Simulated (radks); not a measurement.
Values are calculated unless marked as measured or tabulated.
Spherical quantum dot in the effective-mass picture: electrons in a hard-walled sphere of radius 1.27, all in effective atomic units (hartree* = m*/eps^2 hartree, bohr* = eps/m* bohr), one dielectric constant everywhere. Level of theory: non-relativistic Kohn-Sham, PBE, spin-polarised, spherical densities (a radial shooting solver with Libxc functionals). Levels are named by radial order and angular momentum (1s, 1p, 1d, 2s, ...), and open shells are averaged over m. Results are scaled to m* = 0.251 and eps = 4.5, for which hartree* = 337.3 meV and bohr* = 0.9487 nm. Each electron was tried in the lowest free levels, single moves between levels near the top were tried too, and the lowest total energy was kept; such a search can miss a lower state. At N = 1 the Hartree and exchange-correlation terms need not cancel, so that row can carry a self-interaction error.

N	open shells	2S	E (meV)	mu = E(N) - E(N-1) (meV)	addition energy mu(N+1) - mu(N) (meV)	e(HOMO) (meV)	rms radius (nm)
1	1s(up 1, down 0)	1	1037.51	1037.5	452.8	1206.1	0.6418
2	none	0	2527.85	1490.3	1361	1659.1	0.6529
3	1p(up 1, down 0)	1	5379.48	2851.6	340.9	3018.7	0.6907
4	1p(up 2, down 0)	2	8572.01	3192.5	353.6	3368.2	0.7104
5	1p(up 3, down 0)	3	12118.1	3546.1	471.2	3724.8	0.7233
6	1p(up 3, down 1)	2	16135.4	4017.3	335.0	4181.7	0.7332
7	1p(up 3, down 2)	1	20487.7	4352.3	346.9	4524.6	0.7410
8	none	0	25186.9	4699.2	1589	4874.6	0.7474
9	1d(up 1, down 0)	1	31474.7	6287.8	332.5	6453.4	0.7582
10	1d(up 2, down 0)	2	38095.0	6620.3	335.5	6787.7	0.7670
11	1d(up 3, down 0)	3	45050.9	6955.9	337.4	7124.3	0.7744
12	1d(up 4, down 0)	4	52344.1	7293.2	338.5	7462.3	0.7807
13	1d(up 5, down 0)	5	59975.9	7631.7	443.0	7801.2	0.7863
14	1d(up 5, down 1)	4	68050.6	8074.7	328.5	8238.3	0.7913
15	1d(up 5, down 2)	3	76453.8	8403.2	331.5	8568.6	0.7958
16	1d(up 5, down 3)	2	85188.5	8734.7	333.4	8901.1	0.7998
17	1d(up 5, down 4)	1	94256.5	9068.0	334.6	9235.2	0.8035
18	none	0	103659	9402.6	1515	9570.2	0.8069
19	2s(up 1, down 0)	1	114577	10917	509.0	11124	0.8031
20	none	0	126003	11427	487.8	11631	0.7994
21	1f(up 1, down 0)	1	137917	11914	324.4	12076	0.8041
22	1f(up 2, down 0)	2	150156	12239	325.1	12401	0.8084
23	1f(up 3, down 0)	3	162720	12564	325.7	12727	0.8124
24	1f(up 4, down 0)	4	175609	12889	324.9	13052	0.8162
25	2s(up 1, down 0) 1f(up 6, down 0)	7	188824	13214	302.7	13354	0.8263
26	2s(up 1, down 0) 1f(up 7, down 0)	8	202341	13517	-	13681	0.8293

All shells are closed at N = 2, 8, 18, 20 (there: 1s2 1p6 1d10 2s2); the second difference of the energy has clear peaks (12 % above both neighbours; the first and last values, which can be the largest, are not judged, and half-filled shells can peak too) at N = 2, 5, 8, 13, 18.
